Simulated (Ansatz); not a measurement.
H2O (SMILES O), charge 0, multiplicity 1, relaxed at each level with Ansatz (a first-principles code); harmonic frequencies from differences of analytic forces, average atomic masses, frozen cores.

```json
[
 {"level": "PBE/def2-TZVPP", "harmonic frequencies (cm⁻¹)": "1599 3709 3815", "ZPE (eV)": "0.566", "cost over PBE/def2-TZVPP (rough)": "×1"},
 {"level": "PBE0/def2-TZVPP", "harmonic frequencies (cm⁻¹)": "1638 3869 3975", "ZPE (eV)": "0.588", "cost over PBE/def2-TZVPP (rough)": "×2"},
 {"level": "wB97X-V/def2-TZVPP", "harmonic frequencies (cm⁻¹)": "1637 3862 3964", "ZPE (eV)": "0.587", "cost over PBE/def2-TZVPP (rough)": "×3"},
 {"level": "MP2/cc-pVTZ", "harmonic frequencies (cm⁻¹)": "1652 3855 3975", "ZPE (eV)": "0.588", "cost over PBE/def2-TZVPP (rough)": "×2"},
 {"level": "CCSD(T)/cc-pVTZ", "harmonic frequencies (cm⁻¹)": "1669 3841 3945", "ZPE (eV)": "0.586", "cost over PBE/def2-TZVPP (rough)": "×7"},
 {"level": "CCSD(T)/cc-pVQZ", "harmonic frequencies (cm⁻¹)": "1659 3844 3951", "ZPE (eV)": "0.586", "cost over PBE/def2-TZVPP (rough)": "×80"}
]
```

Measured: harmonic frequencies 3832, 1648, 3942 cm⁻¹ [Alecu, Zheng, Zhao (2010)]; fundamentals as far as tabulated 3657, 1595, 3756 cm⁻¹ [NIST CCCBDB]. Measured modes stand in the spectroscopists' order.
